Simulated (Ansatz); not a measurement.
Series NiX2(NH3)2: r2SCAN-D4/def2-TZVPD single points in Ansatz on relaxed structures, gas phase. A negative affinity means that the extra electron isn't bound at that geometry and level; within about 0.2 eV of zero the sign isn't settled. Binding counts from free atoms in the multiplicity of their measured ground term, without zero-point energy. Singlets are spin-restricted. Names give formal oxidation states. A dash marks a value that wasn't run or was left out as unsound. The structures are stationary points that may keep the symmetry of their start. Remarks come from the PBE and PBE0 runs and from stability tests at other levels; not every state was tested. A HOMO above zero means that the electron is unbound at that level and held by the basis, or that self-interaction error raises the level; the energy of removing that electron tells which.

**Question.** Estimate the order by binding per atom (eV), lowest first.
A. cis-NiH2(NH3)2 (NiN2H8) (singlet)
B. trans-NiCl2(NH3)2 (NiN2Cl2H6) (singlet)

**Answer.** A (3.03), B (3.27).

In full:

| species | atoms | state | geometry | HOMO (eV) | LUMO (eV) | gap (eV) | vertical EA (eV) | binding per atom (eV) | point group (within 0.1 Å) | remarks |
| --- | --- | --- | --- | --- | --- | --- | --- | --- | --- | --- |
| cis-NiH2(NH3)2 (NiN2H8) | 11 | singlet | PBE0-D4/def2-SVP | -3.08 | -0.47 | 2.61 | -0.67 | 3.03 | C2v | HOMO above zero (-1 doublet) |
| trans-NiCl2(NH3)2 (NiN2Cl2H6) | 11 | singlet | PBE-D4/def2-SVP | -4.99 | -3.16 | 1.84 | 0.68 | 3.27 | – | restricted SCF unstable, HOMO above zero (-1 doublet) |
| cis-NiBr2(NH3)2 (NiBr2N2H6) | 11 | singlet | PBE-D4/def2-SVP | -5.08 | -3.31 | 1.77 | 1.03 | – | – | triplet 0.80 eV lower at PBE0-D4/def2-TZVP (not tabulated), restricted SCF unstable, HOMO above zero (-1 doublet) |
| trans-NiH2(NH3)2 (NiN2H8) | 11 | singlet | B3LYP-D4/def2-SVP | -3.42 | -1.10 | 2.32 | -0.62 | 3.01 | – | HOMO above zero (-1 doublet) |

The gap (eV) runs from 1.77 (cis-NiBr2(NH3)2) to 2.61 (cis-NiH2(NH3)2). The vertical EA (eV) runs from -0.67 (cis-NiH2(NH3)2) to 1.03 (cis-NiBr2(NH3)2).
